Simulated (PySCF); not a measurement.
PySCF input file for BF₂, SMILES F[B+]F, charge +1, IEF-PCM-B3LYP/def2-SVP. Geometry: PBE-D3(BJ)/def2-TZVP.

```python
import numpy as np
from pyscf import gto, scf, dft
from pyscf.solvent import pcm

mol = gto.M(
    atom='''
    B     0.00000000    0.00000000    0.00000000
    F     0.00000000    0.00000000   -1.23859387
    F     0.00000000    0.00000000    1.23859387
    ''',
    basis='def2-SVP',
    charge=1,
    spin=0,
    max_memory=1600,
    verbose=3,
)
mf = dft.RKS(mol, xc='b3lyp').density_fit(auxbasis='def2-universal-jkfit')
mf.grids.level = 3
mf.conv_tol = 1e-9
mf.max_cycle = 100
mf.kernel()
res = {}
for name, eps in {'water': 78.355, 'dimethylsulfoxide': 46.826, 'acetone': 20.493}.items():
    s = mf.PCM()
    s.with_solvent.method, s.with_solvent.eps, s.with_solvent.lebedev_order = 'IEF-PCM', eps, 29
    s.kernel(mf.make_rdm1())
    res[name] = (s.e_tot, eps, s.dip_moment(), s.mo_energy, s.converged)
    print(f'{name}: electrostatic solvation free energy {(s.e_tot - mf.e_tot) * 627.509474:.3f} kcal/mol')
```

It prints:

```
converged SCF energy = -224.079481726385

WARN: PCM is an experimental feature. It is still in testing.
Features and APIs may be changed in the future.

converged SCF energy = -224.189569459056

WARN: System has nonzero charge 1; the dipole moment is origin-dependent.
Location of origin: [0. 0. 0.]

Dipole moment(X, Y, Z, Debye): -0.00000,  0.00000,  0.00000
water: electrostatic solvation free energy -69.081 kcal/mol

WARN: PCM is an experimental feature. It is still in testing.
Features and APIs may be changed in the future.

converged SCF energy = -224.188603228292

WARN: System has nonzero charge 1; the dipole moment is origin-dependent.
Location of origin: [0. 0. 0.]

Dipole moment(X, Y, Z, Debye): -0.00000,  0.00000,  0.00000
dimethylsulfoxide: electrostatic solvation free energy -68.475 kcal/mol

WARN: PCM is an experimental feature. It is still in testing.
Features and APIs may be changed in the future.

converged SCF energy = -224.185518224331

WARN: System has nonzero charge 1; the dipole moment is origin-dependent.
Location of origin: [0. 0. 0.]

Dipole moment(X, Y, Z, Debye): -0.00000,  0.00000,  0.00000
acetone: electrostatic solvation free energy -66.539 kcal/mol
```

Self-consistency was reached.
